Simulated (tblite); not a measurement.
Species: C7H8O3.
Numbering: `[CH3:1][C:2](=[O:3])[O:4][c:5]1[cH:6][cH:7][c:8]([CH3:9])[o:10]1` (hydrogens: H11, H12, H13 on C1; H14 on C6; H15 on C7; H16, H17, H18 on C9)

Computed with GFN2-xTB (tblite), gas phase: L-BFGS steps from a force-field or distance-geometry start until the largest atomic force falls under 0.01 eV/Å.

Geometry at step 3:
```
atom  x, y, z in Å
C1      3.6725    0.2143   -0.3508
C2      2.3947    0.2986    0.4219
O3      2.3154    0.5586    1.5923
O4      1.3581    0.0311   -0.3938
C5      0.0789    0.0280    0.0652
C6     -0.5251    0.2638    1.2640
C7     -1.9143    0.1001    1.0171
C8     -2.0436   -0.2208   -0.3005
C9     -3.2053   -0.5199   -1.1742
O10    -0.8208   -0.2657   -0.8876
H11     3.6512    0.9378   -1.1613
H12     4.4945    0.4324    0.3184
H13     3.7837   -0.7919   -0.7467
H14    -0.0502    0.5168    2.1893
H15    -2.7087    0.2101    1.7323
H16    -3.2485    0.1979   -1.9919
H17    -3.1094   -1.5195   -1.5970
H18    -4.1318   -0.4653   -0.6149
```

Task: What forces act on the atoms?

Result: 
| atom | Fx (eV/Å) | Fy (eV/Å) | Fz (eV/Å) |
| --- | --- | --- | --- |
| C1 | 0.145 | -0.002 | -0.007 |
| C2 | 0.047 | 0.029 | 0.243 |
| O3 | -0.221 | -0.038 | -0.137 |
| O4 | 0.105 | 0.016 | 0.116 |
| C5 | -0.205 | 0.052 | 0.153 |
| C6 | 0.092 | 0.006 | -0.038 |
| C7 | -0.100 | -0.033 | -0.065 |
| C8 | -0.026 | -0.019 | 0.021 |
| C9 | -0.107 | 0.000 | -0.004 |
| O10 | -0.028 | 0.005 | 0.014 |
| H11 | 0.032 | -0.108 | -0.083 |
| H12 | 0.148 | 0.043 | 0.040 |
| H13 | 0.005 | 0.061 | -0.139 |
| H14 | -0.004 | -0.009 | -0.052 |
| H15 | 0.124 | -0.017 | -0.088 |
| H16 | 0.006 | -0.034 | -0.046 |
| H17 | 0.012 | 0.032 | -0.034 |
| H18 | -0.025 | 0.018 | 0.104 |

The largest, 0.26 eV/Å, acts on O3 (C5 within 3 % of it); the rms over all components is 0.086 eV/Å. The forces sum to zero within rounding, as they must for an isolated molecule in no field.

Task: Give the force on O3 in Eh/bohr and in nN.

Result: 0.263 eV/Å ÷ 51.422 = 0.00511 Eh/bohr, and 0.263 eV/Å × 1.602 = 0.42 nN.

Task: How far is this geometry from the end of the optimisation?

Result: 0.016 eV above it, and 0.035 Å rms away after alignment. The bonds farthest from their final lengths, with half the difference of the two atoms' forces along the bond (positive lengthens):

| bond | now (Å) | final (Å) | force along bond (eV/Å) |
| --- | --- | --- | --- |
| C1–C2 | 1.496 | 1.504 | +0.11 |
| O4–C5 | 1.359 | 1.365 | +0.15 |
| C7–H15 | 1.075 | 1.070 | -0.09 |
| C2–O4 | 1.346 | 1.349 | +0.02 |
| C5–O10 | 1.343 | 1.346 | 0.00 |
| C5–C6 | 1.363 | 1.360 | -0.15 |

The angle farthest from its final value is H11–C1–H13, 110.3° against 108.1°.

What follows is the cost of the whole relaxation. The run took 0.67 s of wall time on an AMD EPYC with one thread, shared host with 64 logical CPUs at a one-minute load of 6.0.
